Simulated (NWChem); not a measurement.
Molecule: AlHF2; SMILES [F][AlH][F]

```xyz
4

Al     0.0000     0.0000    -0.4149
H      0.0000     0.0000    -1.9775
F     -1.4143     0.0000     0.4439
F      1.4143     0.0000     0.4439
```
Atoms are numbered in this order, from 1.

All runs: NWChem. All runs use the structure optimised with PBE0/def2-SVP. B3LYP is NWChem's, with the RPA form of VWN correlation. Atomic charges in e: unrestrained fits to the electrostatic potential beside Mulliken populations; the two definitions need not agree.

Estimate the computed values for B3LYP/def2-SVP. Quantities: ESP Al1; Mulliken Al1; ESP F3; Mulliken F3; ESP F4; Mulliken F4; relative RMS misfit of the potential (%).


```yaml
ESP Al1: 1.16
Mulliken Al1: 0.95
ESP F3: -0.44
Mulliken F3: -0.39
ESP F4: -0.44
Mulliken F4: -0.39
relative RMS misfit of the potential (%): 23
```
